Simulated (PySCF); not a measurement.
Computed Raman spectrum (relative Raman activity) of a molecule C2H3ClF2Si. Geometry: PBE-D3(BJ)/def2-SVP. Other conformers were not sampled. All values below come from PBE-D3(BJ)/def2-SVP (PySCF). Frequencies are harmonic and unscaled.

ν (cm⁻¹): 155 (vw), 216 (vw), 412 (vw), 524 (w), 605 (w), 740 (w), 746 (vw), 799 (w), 810 (w), 892 (vw), 1006 (w), 1206 (w), 1325 (w), 1647 (m), 2238 (vs), 3101 (vs), 3131 (vs) (against the strongest line: vs over 80 %, s over 45 %, m over 15 %, w over 4 %, vw less)

Problem. Identify the compound among the candidates.
A) F/C=C\[Si@H](F)Cl
B) F/C=C(/Cl)[SiH2]F
C) F/C=C(/F)[SiH2]Cl
D) FC(F)=C[SiH2]Cl

Solution. A, F/C=C\[Si@H](F)Cl
